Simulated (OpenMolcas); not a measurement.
## Rh4+: effect of the metal basis

Rh4+ with its 6 nearest fluoride ions at 1.873 Å, on the Ge site of Cs2GeF6 (a = 9.021 Å, distance in the model lattice 1.804 Å). The rest of the host is ab initio model potentials to 7.6 Å and point charges beyond; the distance is set by hand and nothing relaxes.

```yaml
Program: OpenMolcas
Method: CASSCF
Spin-orbit_coupling: RASSI with atomic mean-field integrals over the reference wave functions
```

Fixed: ligand basis ANO-RCC-VDZP, active space 5 electrons in 5 orbitals (4d), DKH2 Hamiltonian.

States (labels of O, the rotations of Oh). Energies in cm-1 above the lowest state or level, χT in cm3 K/mol; under a threefold ground state the first gap can be a small split of the lowest multiplet, not the spin-orbit step; 10Dq and B are least-squares fits to the states below 45000 cm-1, weighted by degeneracy, with a free offset, and given where the rms deviation is under 5 % of |10Dq| (or 100 cm-1) and under 700 cm-1.

| Run | Metal basis | Ground state | First state of that spin | 10Dq | B (rms of fit) | First gap with spin-orbit (degeneracies) | χT at 300 K | First state of another spin | Cost |
| --- | --- | --- | --- | --- | --- | --- | --- | --- | --- |
| A | ANO-RCC-VDZP | 2T2 | 27850 | 31776 | 764 (476) | 2299 (2, 4) | 0.514 | 2S+1 = 4: 17709 | roughly 40 core-seconds |
| B | ANO-RCC-VTZP | 2T2 | 27168 | 30917 | 778 (448) | 2279 (2, 4) | 0.526 | 2S+1 = 4: 16744 | roughly 50 core-seconds |

Against A, |10Dq| changes by -2.7 % in B.

Costs are those of the RASSCF and RASSI steps.

An orbital triplet at a regular site is open to Jahn-Teller coupling, which can distort the site and quench the lowest spin-orbit gaps and is left out. Without dynamic correlation the repulsion within the d shell is too large (B by tens of per cent), so at a given field states of lower spin stand too high. With metal d orbitals alone the field can be off either way by tens of per cent. Ligand-to-metal charge-transfer states are missing. With no ligand orbital active B as a rule stays too high, so bands that hang on it stand too high and its fall with covalency is understated. The least metal-like active orbital is 69 % on the metal (Löwdin) and no ligand orbital is active, so the numbers are rough, and ground spin, moment and any spin crossover can be artefacts of this space; highly charged d ions in such sites are as a rule low spin (holds for A). The least metal-like active orbital is 71 % on the metal (Löwdin) and no ligand orbital is active, so the numbers are rough (holds for B). No measured value stands beside these numbers; the geometry was set by hand and not optimised.

A state without a sure symmetry label is named by its multiplicity alone.
